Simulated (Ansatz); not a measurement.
`[O]=[Mo]([F])([F])=[S]` and `[O]=[Mo]([OH])([F])=[S]` differ in one atom or group.

Ansatz, PBE0-D4/def2-TZVP geometries, multiplicity 1. Each molecule was computed in one conformer, which needn't be the lowest.

Elements past krypton have def2 core potentials.

```
                               property  `[O]=[Mo]([F])([F])=[S]`
  HOMO energy (ωB97M-V/def2-TZVPP) / eV                    -10.57
  LUMO energy (ωB97M-V/def2-TZVPP) / eV                     -1.42
      HOMO energy (PBE/def2-TZVPP) / eV                     -7.19
    HOMO energy (B3LYP/def2-TZVPP) / eV                     -8.24
HOMO–LUMO gap (ωB97M-V/def2-TZVPP) / eV                      9.15
     HOMO energy (PBE0/def2-TZVPP) / eV                     -8.48
```

Task: What does the change do to each property? (An estimate is asked.)

Result: Computed: 
| property | `[O]=[Mo]([OH])([F])=[S]` | shift |
| --- | --- | --- |
| HOMO energy (ωB97M-V/def2-TZVPP) / eV | -10.12 | 0.45 |
| LUMO energy (ωB97M-V/def2-TZVPP) / eV | -0.96 | 0.46 |
| HOMO energy (PBE/def2-TZVPP) / eV | -6.75 | 0.44 |
| HOMO energy (B3LYP/def2-TZVPP) / eV | -7.78 | 0.46 |
| HOMO–LUMO gap (ωB97M-V/def2-TZVPP) / eV | 9.16 | 0.01 |
| HOMO energy (PBE0/def2-TZVPP) / eV | -8.02 | 0.46 |

With PBE0 the HOMO rises by 0.46 eV and the LUMO rises by 0.53 eV, so the gap widens by about 0.07 eV. PBE moves the HOMO by 0.44 eV and ωB97M-V by 0.45 eV. The zero-point energy changes by 28.9 kJ/mol with +3 modes.

B3LYP here is the variant with VWN-RPA as its local correlation; programs differ in this.
